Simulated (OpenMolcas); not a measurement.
Mo³⁺.

| Property | Result |
| --- | --- |
| Program | OpenMolcas 26.06 |
| Basis | ANO-R1 [6s4p3d1f] |
| Scalar Hamiltonian | X2C, finite nucleus |
| Active space | 3 electrons in 5 orbitals (4d) |
| State averaging | 2S+1 = 4 even, 10 roots; 2S+1 = 2 even, 40 roots |
| Spin-orbit coupling | state interaction with AMFI integrals over the reference wave functions, term energies averaged over their components |

Two sets of levels on these reference wave functions, in cm-1 above 4d3 4F 3/2: one from CASSCF and one from MS-CASPT2, IPEA 0.25 Eh, imaginary shift 0.1 Eh (closed shells correlated: 4s 4p).

```json
{"Level": "4d3 4F 3/2", "Set 1": "0.0", "Set 2": "0.0"}
{"Level": "4d3 4F 5/2", "Set 1": "755", "Set 2": "771"}
{"Level": "4d3 4F 7/2", "Set 1": "1727", "Set 2": "1749"}
{"Level": "4d3 4F 9/2", "Set 1": "2860", "Set 2": "2860"}
{"Level": "4d3 4P 1/2", "Set 1": "13100", "Set 2": "11130"}
{"Level": "4d3 4P 3/2", "Set 1": "13190", "Set 2": "11170"}
{"Level": "4d3 2G 7/2", "Set 1": "14210", "Set 2": "12620"}
{"Level": "4d3 4P 5/2", "Set 1": "14290", "Set 2": "12340"}
{"Level": "4d3 2G 9/2", "Set 1": "14930", "Set 2": "13410"}
{"Level": "4d3 2P 1/2", "Set 1": "18500", "Set 2": "15810"}
{"Level": "4d3 2H 9/2", "Set 1": "18850", "Set 2": "17680"}
{"Level": "4d3 2H 11/2", "Set 1": "19240", "Set 2": "18120"}
{"Level": "4d3 2D 5/2(1)", "Set 1": "21010", "Set 2": "18010"}
{"Level": "4d3 2F 7/2", "Set 1": "30770", "Set 2": "27160"}
{"Level": "4d3 2F 5/2", "Set 1": "31120", "Set 2": "27490"}
{"Level": "4d3 2D 5/2(2)", "Set 1": "47810", "Set 2": "42080"}
```

**Question.** Which set is which?

**Answer.** Set 2 is MS-CASPT2. Its levels of the other terms of 4d3 lie at 0.85 to 0.94 of the other set's values, as expected, since terms of lower spin or lower L gain more correlation energy than the Hund ground term. Against 15 measured levels (Sugar and Musgrove, J. Phys. Chem. Ref. Data 17, 155 (1988)) the mean absolute deviation is 1200 cm-1 with it and 3200 cm-1 without; single levels miss by up to 3200 cm-1 with it.

CASPT2 does not keep the components of a term degenerate, so their means are used; among the terms shown or strongly mixed into the levels shown the widest spread is 700 cm-1 (4d3 4F, MS-CASPT2). The basis is small and was not contracted for so high a charge. Without dynamic correlation excited terms often stand tens of per cent too high (terms of higher spin than the ground term too low), and those without a measured partner can miss by more than the paired ones (holds for CASSCF). The CASPT2 spread within a term exceeds the gap to the next term for 4d3 2D(1) and 4d3 2H, so the order of their levels is uncertain (holds for MS-CASPT2). Measured partners are found by configuration, term and J. A level has none where our copy of the source lacks it or the pairing is in doubt (some pairs that miss far off the trend of their configuration count as doubtful), and it then counts in no deviation. Only configurations of the active space appear. The table leaves out levels that lie high or whose names do not pair safely across all columns.

A number in round brackets counts repeated terms of one configuration in the order of the reference energies.
